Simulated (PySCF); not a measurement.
Start geometry of Cd(OH)2, `[OH][Cd][OH]` from GFN1-xTB (Å):
```
atom  x, y, z in Å
Cd1    0.075   -0.086    0.017
O2    -0.005    0.012    1.910
H3    -0.445    0.837    2.199
O4     0.078   -0.020   -1.919
H5     0.372   -0.854   -2.268
```

Task: What comes out of this run: PBE0-D3(BJ)/def2-SVP geometry optimisation, gas phase, def2 core potentials past Kr in PySCF 2.14.0?

Result: 
```
atom  x, y, z in Å
Cd1    0.2049    0.0390   -0.0216
O2     0.3212    0.2395    1.9232
H3    -0.4876    0.6212    2.2819
O4     0.2409   -0.1040   -1.9749
H5    -0.2045   -0.9062   -2.2707
```

The energy falls by 0.105 eV over 14 energy and gradient evaluations, the largest force component goes from 0.0323 to 2.1e-04 Eh/bohr, and the atoms move by 0.309 Å rms after alignment. The bond that changes most is Cd1–O2 (ends: cadmium bonded to 2 O; oxygen bonded to Cd and H), which lengthens by 0.061 Å. Bonds longer at the end by more than 0.005 Å: 3 of 4; shorter: 1. Rotational constants go from 289788, 3959, 3907 to 331069, 3767, 3760 MHz. The orientation of the end geometry is arbitrary; only internal coordinates are fixed.

The run used 69 basis functions and 98 SCF cycles in all. Hardware: an Intel Xeon Platinum 8375C at 2.90 GHz with one thread, shared host with 64 logical CPUs at a one-minute load of 8.6. Cost: 24 s wall, 0.28 GiB resident at most.

No PBE0-D3(BJ)/def2-SVP frequencies stand behind this structure, so it isn't proved a minimum.
